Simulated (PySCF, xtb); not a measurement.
# CH6BSb: 4 structures ranked

4 gas-phase structures of CH6BSb, found in a search over its isomers (lower ones may exist). Each was relaxed with GFN2-xTB; where two conformers were screened, the lower at r2SCAN-D4/def2-SVP is listed:

A. `B[CH2][SbH2]`, a singlet
B. `[BH2][SbH][CH3]`, a singlet
C. `C[BH][SbH2]`, a singlet
D. `[BH3-][SbH+]=[CH2]`, a singlet

Q: Make a reasoned guess at their ranking by r2SCAN-D4/def2-SVP single-point energy.

A: Calculated order at r2SCAN-D4/def2-SVP: C (0.0), A (2.4), B (11.9), D (43.5) kcal/mol.

Energies above the lowest of each column, in kcal/mol; the last columns are at PBE0-D4/def2-SVP geometries and were run for some of them only (a dash: not run or not comparable):

```json
{"structure": "C", "GFN2-xTB": "7.0", "HF/STO-3G": "0.0", "r2SCAN-D4/def2-SVP": "0.0", "PBE0-D4/def2-SVP": "0.0", "CCSD(T)/def2-SVP + ΔMP2/def2-TZVPP": "0.7"}
{"structure": "A", "GFN2-xTB": "0.0", "HF/STO-3G": "3.0", "r2SCAN-D4/def2-SVP": "2.4", "PBE0-D4/def2-SVP": "2.9", "CCSD(T)/def2-SVP + ΔMP2/def2-TZVPP": "0.0"}
{"structure": "B", "GFN2-xTB": "8.4", "HF/STO-3G": "3.1", "r2SCAN-D4/def2-SVP": "11.9", "PBE0-D4/def2-SVP": "–", "CCSD(T)/def2-SVP + ΔMP2/def2-TZVPP": "–"}
{"structure": "D", "GFN2-xTB": "26.9", "HF/STO-3G": "67.0", "r2SCAN-D4/def2-SVP": "43.5", "PBE0-D4/def2-SVP": "–", "CCSD(T)/def2-SVP + ΔMP2/def2-TZVPP": "–"}
```

CCSD(T)/def2-SVP + ΔMP2/def2-TZVPP has A and C within 1 kcal/mol of each other at the bottom, and every level picks one of them. CCSD(T)/def2-SVP + ΔMP2/def2-TZVPP orders those it was run on as A (0.0), C (0.7) kcal/mol. Less than 1 kcal/mol parts A and C, so the order within that pair means little. Some further structures that were screened fall inside this span and aren't listed. Flexible structures stand in one conformer each, not always the lowest. Frequencies (GFN2-xTB) were run for C alone. The ΔMP2 step shifts differences by up to 3.1 kcal/mol, which makes them less sure. Atoms past krypton carry core potentials in the def2 sets, without spin–orbit terms. ΔMP2 is the change of the MP2 energy from the smaller to the larger basis.

Over these structures GFN2-xTB departs from r2SCAN-D4/def2-SVP by 6.4 kcal/mol on average once a common shift is removed. A GFN2-xTB relaxation took about 0.11 s and the r2SCAN-D4/def2-SVP energy about 10 s on a shared host (PySCF 2.14.0, xtb 6.7.1).
